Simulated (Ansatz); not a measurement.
Compare A (`C[N](C)[Ge][OH]`) with its isomer B (`C=C(N)[O][GeH3]`).

Calculated with Ansatz (gas phase, PBE0-D4/def2-TZVP geometries, no zero-point term in ΔE). CCSD(T)/CBS is the MP2 limit (def2-TZVPP, def2-QZVPP) plus CCSD(T) − MP2 in def2-TZVPP, frozen cores. Functionals use def2-TZVPP. B3LYP here is the variant with VWN-RPA as its local correlation; programs differ in this. For Ge outer-core shells are correlated without core-valence functions, which leaves a few kJ/mol of doubt a bond. Scalar relativity is left out up to krypton. Each species was taken in one conformer, which may not be the lowest.

Task: Which is lower in electronic energy at CCSD(T)/CBS, and by how much? (Estimate.)

Result: The calculation gave: A, by 118.9 kJ/mol.

Task: Give E(B) − E(A) in kJ/mol with B3LYP, PBE-D4, B3LYP-D4, CCSD(T)/def2-TZVPP, HF/def2-TZVPP, PBE0-D4, r2SCAN-D4. (Best estimate.)

Result: Ansatz gave: B3LYP 116.1, PBE-D4 118.8, B3LYP-D4 118.8, CCSD(T)/def2-TZVPP 105.0, HF/def2-TZVPP 78.9, PBE0-D4 108.6, r2SCAN-D4 102.5. None reverses the order clearly.

Largest T1 diagnostic: 0.014.

From PBE to PBE0 (25 % exact exchange), in def2-TZVPP and without D4, E(B) − E(A) moves by −9.9 kJ/mol. In def2-TZVPP, CCSD(T) changes the Hartree–Fock value by +26.1 kJ/mol (the triples alone add +2.0 kJ/mol) and MP2 by +33.3 kJ/mol.
